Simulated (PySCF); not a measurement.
# Zinc: a sound run and one with changed settings

Sound run: Zn⁺ [Ar] 3d10 4s1, Zn²⁺ [Ar] 3d10. Computed with PySCF 2.14 in cc-pVDZ-PP with ECP10MDF (4s4p3d1f, 38 functions), with scalar relativity through the core potential. In the sound run the correlated levels freeze 3s2 3p6 outside the core potential. The sound run starts from symmetry-adapted Hartree-Fock orbitals and uses a fine grid where one is needed.

Changed run: a valence shell is frozen. This setting is unsound on purpose.

Ionisation energy of Zn⁺:

```tsv
method	sound run (eV)	changed run (eV)
UHF	16.760	16.760
MP2	17.373	16.760
SCS-MP2	17.266	16.760
CCSD	17.299	16.760
CCSD(T)	17.344	16.760
CCSDT	n/a	16.760
FCI	n/a	16.760
```

Freezing a valence shell removes pair correlation that changes on ionisation.

For comparison, NIST gives 17.964 eV between the lowest levels.
